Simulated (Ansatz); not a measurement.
`FC(F)(F)C1=CC(C(F)(F)F)=[O+][Zn-]([Cl])[O]1` + `C[O][Sn][CH3]` → `C[O][Zn][Cl]` + `[CH3][Sn-]1[O]C(C(F)(F)F)=CC(C(F)(F)F)=[O+]1`  (redistribution)

Gas-phase electronic energies from Ansatz, PBE0-D4/def2-TZVP geometries. CCSD(T)/CBS is the MP2 limit (def2-TZVPP, def2-QZVPP) plus CCSD(T) − MP2 in def2-TZVPP, frozen cores. Functionals use def2-TZVPP. Elements past krypton have def2 core potentials. For Sn, Zn outer-core shells are correlated without core-valence functions, which leaves a few kJ/mol of doubt a bond. Scalar relativity is left out up to krypton. One conformer a species, not always the lowest.

| level | ΔE (kJ/mol) | difference from CCSD(T)/CBS |
| --- | --- | --- |
| r2SCAN-D4 | 11.4 | -1.7 |
| PBE0-D4 | 11.9 | -1.2 |
| CAM-B3LYP-D4 | 11.1 | -2.0 |
| ωB97X-V | 11.3 | -1.8 |
| PBE-QIDH | 15.7 | 2.6 |
| r2SCAN0 | 18.1 | 5.0 |
| LC-ωPBE | 11.3 | -1.8 |
| RPA@PBE/def2-TZVPP | 13.5 | 0.4 |
| HF/def2-SVP | 38.9 | 25.8 |
| MP2/CBS(def2) | 2.9 | -10.2 |
| CCSD(T)/CBS | 13.1 | 0 |

Largest T1 diagnostic among the species: 0.017.

From r2SCAN to r2SCAN0 (25 % exact exchange), in def2-TZVPP and without D4, ΔE moves by +5.7 kJ/mol. At CCSD(T), def2-SVP lies +20.9 kJ/mol from the extrapolated value and def2-TZVPP +3.1 kJ/mol.
